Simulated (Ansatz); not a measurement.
Coupled-cluster diagnostics for Cs5⁻, Ansatz.

Geometry of the singlet (PBE0/def2-TZVPD):

```
atom   x (Å)   y (Å)   z (Å)
 Cs1   0.000   0.000   0.000
 Cs2   0.851   1.530   4.699
 Cs3   3.785  -2.881  -1.587
 Cs4  -3.785   2.881   1.587
 Cs5  -0.851  -1.530  -4.699
```

In the def2 sets Cs takes a core potential; there is no spin–orbit coupling. Correlated methods freeze no core orbitals; core or outer-core shells of Cs are correlated, in sets that lack core-valence functions. Another isomer (singlet) lies 0.33 eV lower at PBE0/def2-TZVPD; other spin states weren't run for this one.

(1) Estimate the CCSD(T) correlation energy, the shares of MP2 and (T), T1 and the reference's ⟨S²⟩ for: charge -1, singlet, own geometry in def2-TZVPD; and the rough time on 4 threads of Arm Neoverse V1 on a shared host.

## Answers

(1) 
```json
{"state": "charge -1, singlet, own geometry", "basis": "def2-TZVPD", "correlation (eV)": "-17.676", "MP2 share (%)": "92.3", "(T) share (%)": "3.2", "T1": "0.026", "⟨S²⟩ (pure)": "0.00 (0.00)", "wall time": "2.9 min", "remarks": "large T1 (0.026), restricted SCF unstable"}
```
Customary marks for T1 are 0.02 (closed shells), 0.045 (open shells) and about 0.05 (3d metals). T1 exceeds 0.02 in 1 of 1 rows and 0.045 in 0; the higher it lies, the less the single-reference result can be trusted.
